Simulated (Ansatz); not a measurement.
A search over several starts for the lowest SCF solution of CrO₃⁻ at the given spin, in a small basis.

```yaml
crystal:
  periodic: [false, false, false]
  atoms:
    - {symbol: Cr, position_ang: [-0.005298, 0.103727, -0.025014]}
    - {symbol: O, position_ang: [0.028200, 1.128113, 1.269633]}
    - {symbol: O, position_ang: [0.076617, -1.661415, 0.396333]}
    - {symbol: O, position_ang: [-0.099517, 0.429587, -1.640952]}
basis:
  gaussian: {orbitals: def2-SVP, initial_orbitals: start.molden}
total_charge: -1
magnetization: {spin_polarized: true, initial_magnetization: 3}
hamiltonian: {xc: pbe0, dispersion: d4}
output: {orbitals: {seedname: orbitals}}
```

The file start.molden holds the orbitals of an earlier run on this structure, at another level or in another basis.

```sh
$ ansatz run in.yaml --threads 4 --pin off --events-out ev --progress --plain --max-ram 3916MiB
```

Shortened log:

```
Functional definition: PBE0
  name "PBE0"
  cite "Adamo & Barone, J. Chem. Phys. 110, 6158 (1999) doi:10.1063/1.478522"
  cite "Perdew, Burke & Ernzerhof, Phys. Rev. Lett. 77, 3865 (1996) doi:10.1103/PhysRevLett.77.3865"
  parent pbe
  parameter a = 0.25
  parameter kappa = 0.804
  parameter beta = 0.06672455060314922
  exchange = (1 - a)*pbe_x(kappa = kappa, mu = beta*pi^2/3) + a*exact_x
  correlation = pbe_c(beta = beta)
735 factors; integrals over basis functions are off by at most 1.5e-3 eV
mean field evaluation 1: about -34540.8244 eV, gradient 9.4e0 eV
mean field evaluation 2: about -34541.3889 eV, gradient 7.8e-1 eV
mean field evaluation 4: about -34541.5239 eV, gradient 2.1e-1 eV
mean field evaluation 8: about -34541.5242 eV, gradient 1.2e-5 eV
mean field evaluation 16: about -34541.3902 eV, gradient 7.4e-1 eV
mean field evaluation 32: about -34541.5242 eV, gradient 6.3e-5 eV
mean field -34541.52419164 eV, -1269.3776009569 hartree, gradient 1.8e-5 eV, S^2 3.795892; 7 other end points of the search recorded, 0 dependent functions left out
reference -34541.52424917 eV, -1269.3776030708 hartree; 26, 23 occupied and 47, 50 virtual orbitals, 735 factors
Total energy: -34541.60621538 eV, -1269.3806152735 hartree
```

It took 2.5 s on 4 threads of Intel Xeon Platinum 8488C on a shared host.

At PBE0-D4/def2-TZVPD a doublet of charge -1 lies 1.67 eV below the quartet, each at its own geometry. The structure comes from a short search, and lower isomers may exist.
